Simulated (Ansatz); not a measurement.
Species: BNH5, charge 0, doublet. BNH5 (SMILES [BH2-][NH3+], doublet).
B3LYP-D3(BJ)/def2-TZVP minimum from Ansatz (a quantum-chemistry and plane-wave program):
```xyz
7

B     -0.9601     0.1312    -0.0137
N      0.6350    -0.1348    -0.0398
H     -1.2139     1.2024    -0.4773
H     -1.4396    -0.2957     0.9936
H      0.8305    -1.1085     0.1748
H      1.1723     0.4349     0.6229
H      1.0057     0.0542    -0.9668
```
Charge 0, spin multiplicity 2.

Quantity: atomisation energy (electronic, to ground-state atoms), in kJ/mol. Radicals and triplets start from unrestricted determinants; spin-orbit coupling is neglected. CBS(X,Y): correlation extrapolated as X^-3, Hartree-Fock from the larger set. A bracket is a step between two methods taken in the basis named. The functionals are non-relativistic, so their misses hold any scalar relativity. '+ core + X2C': CCSD(T) terms for core correlation (cc-pwCVTZ) and scalar relativity (cc-pVTZ-DK). For partners of very few electrons the exact lower level stands in for a higher one.

CCSD(T)/CBS(cc-pVTZ,cc-pVQZ) + [CCSDT(Q) - CCSD(T)]/cc-pVTZ + core + X2C (Ansatz) gives 2109.2 kJ/mol.

Q: What does PBE/def2-TZVPD (Ansatz) give here, and how do the other levels compare?

A: PBE gives 2140.1 kJ/mol, 30.9 kJ/mol above it. Differences of the others: PBE0/def2-TZVPD (Ansatz) 1.2; CCSD(T)/CBS(cc-pVTZ,cc-pVQZ) + core + X2C (Ansatz) -0.6 kJ/mol. Nearer than PBE: PBE0/def2-TZVPD, CCSD(T)/CBS(cc-pVTZ,cc-pVQZ) + core + X2C.
